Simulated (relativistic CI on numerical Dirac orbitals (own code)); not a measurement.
# One change at a time: Cr9+

Base calculation: Dirac-Coulomb-Breit CI, KLI orbitals optimised for each configuration, model QED (radiative potential, 1s self-energy scaled to tabulated hydrogen-like ionisation energies), unscaled Slater integrals.

CI space (outside the closed core [Ne]): 3s2 3p3, 3s 3p4, 3s2 3p2 3d, 3p5, 3s 3p3 3d, 3p4 3d, 3s 3p2 3d2, 3s2 3p2 4s, 3s2 3p2 4p, 3s2 3p 3d 4p, 3p4 4s, 3p4 4p, 3s2 3p2 4d, 3s2 3p 3d2, 3s2 3d3, 3s 3p 3d3, 3s2 3d2 4s, 3s2 3d2 4p, 3s2 3d2 4d, 3p3 3d2, 3p2 3d3, 3p2 3d2 4s, 3p2 3d2 4p, 3p2 3d2 4d, 3s2 3p 3d 4s, 3s 3p 3d2 4s, 3s2 3d 4s2, 3s2 3d 4s 4p, 3s2 3d 4s 4d. Double excitations out of closed p, d and f shells are left out; levels of such configurations are missing from the list, as are those of other unlisted configurations, and high levels can miss mixing partners.

The lowest level and the first level of each name with at least 55 % of one term (blank where a level has no safe partner in the second run):

```tsv
Level	Base (cm⁻¹)	Shift (cm⁻¹)
3s2 3p3 4S°_3/2	0	0
3s2 3p3 2D°_3/2	40837	+7
3s2 3p3 2D°_5/2	43146	-4
3s2 3p3 2P°_1/2	67971	+4
3s2 3p3 2P°_3/2	71078	-10
3s 3p4 4P_5/2	233405	+365
3s 3p4 4P_3/2	239421	+349
3s 3p4 4P_1/2	242363	+343
3s 3p4 2D_3/2	292417	+314
3s 3p4 2D_5/2	293375	+311
3s 3p4 2S_1/2	354775	+284
3s2 3p2 3d 4F_3/2	372762	+19
3s2 3p2 3d 4F_5/2	375042	+12
3s2 3p2 3d 4F_7/2	378401	+3
```

At this charge energies of transitions that change n are usually good to better than 1 %, and those within a shell (Δn = 0) to a few per cent.

**Question.** One thing was changed in a second run, which moved the levels as shown. Which?
A. Breit term removed
B. QED terms removed
C. configuration mixing switched off

**Answer.** B. QED terms removed. QED shifts follow the density of s (and p1/2) electrons at the nucleus, so configurations move by their count of such electrons; where none moves, the smaller shifts of p3/2 electrons and of j = l + 1/2 against j = l − 1/2 set the pattern.

LS names give the leading component of a level, which can be under half, so a name can repeat, a term be missing and a line seem to break the LS rules.
